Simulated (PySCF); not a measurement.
## Two-photon absorption: `O=C\C=C/C=C\C=C/[O-]`, [C7H7O2]-, charge -1

Molfile (atoms numbered from 1):
```
C7H7O2
     RDKit          3D

 16 15  0  0  0  0  0  0  0  0999 V2000
    4.2281   -0.8195   -1.1725 O   0  0  0  0  0  0  0  0  0  0  0  0
    3.0413   -0.7003   -0.8802 C   0  0  0  0  0  0  0  0  0  0  0  0
    2.1994    0.4119   -1.1945 C   0  0  0  0  0  0  0  0  0  0  0  0
    0.8571    0.5384   -0.8592 C   0  0  0  0  0  0  0  0  0  0  0  0
    0.0015   -0.3315   -0.1635 C   0  0  0  0  0  0  0  0  0  0  0  0
   -1.3501   -0.0747    0.1092 C   0  0  0  0  0  0  0  0  0  0  0  0
   -2.1519    1.0163   -0.2037 C   0  0  0  0  0  0  0  0  0  0  0  0
   -3.5280    1.0652    0.1807 C   0  0  0  0  0  0  0  0  0  0  0  0
   -4.1735    0.2205    0.7989 O   0  0  0  0  0  0  0  0  0  0  0  0
    2.5334   -1.5263   -0.3102 H   0  0  0  0  0  0  0  0  0  0  0  0
    2.6846    1.2219   -1.7498 H   0  0  0  0  0  0  0  0  0  0  0  0
    0.3864    1.4728   -1.1930 H   0  0  0  0  0  0  0  0  0  0  0  0
    0.4032   -1.2824    0.1984 H   0  0  0  0  0  0  0  0  0  0  0  0
   -1.8896   -0.8540    0.6639 H   0  0  0  0  0  0  0  0  0  0  0  0
   -1.7583    1.8764   -0.7551 H   0  0  0  0  0  0  0  0  0  0  0  0
   -4.0473    2.0145   -0.1443 H   0  0  0  0  0  0  0  0  0  0  0  0
  1  2  2  0
  2  3  1  0
  3  4  2  0
  4  5  1  0
  5  6  2  0
  6  7  1  0
  7  8  2  0
  8  9  1  0
  2 10  1  0
  3 11  1  0
  4 12  1  0
  5 13  1  0
  6 14  1  0
  7 15  1  0
  8 16  1  0
M  CHG  1   9  -1
M  END
```

Computed with TDDFT CAM-B3LYP/aug-cc-pVDZ excited states, vertical, gas phase (PySCF 2.14.0). Geometry: PBE0-D3(BJ)/def2-SVP.

For a gas-phase anion, states above the detachment energy (about 2.4 eV, taken as minus the energy of the highest occupied orbital) lie in the continuum and depend on the basis.

Problem. How strongly do the lowest singlets absorb one photon, and two photons of half the energy?

Solution. δ for parallel linear polarisation; σ at the peak of a Lorentzian of half width 0.1 eV, single beam; Ω is circular over linear.
```tsv
state	E (eV)	f	photon λ (nm)	δ (au)	σ (GM)	Ω	main
S1	3.02	0.791	822	245	0.82	0.92	HOMO→LUMO 0.96
S2	3.38	0.010	733	396	1.66	1.50	HOMO→LUMO+1 0.83
S3	3.61	0.002	687	172	0.82	1.50	HOMO→LUMO+3 0.84
S4	3.82	0.000	650	498	2.65	1.50	HOMO→LUMO+2 0.78, HOMO→LUMO+3 0.09
S5	3.98	0.001	624	1.96	0.01	1.50	HOMO−2→LUMO 0.74, HOMO−2→LUMO+8 0.13
S6	4.08	0.000	607	4.08	0.03	1.50	HOMO−1→LUMO 0.70, HOMO−1→LUMO+8 0.17
```

Among these, the strongest one-photon state is S1, the strongest two-photon state S4.
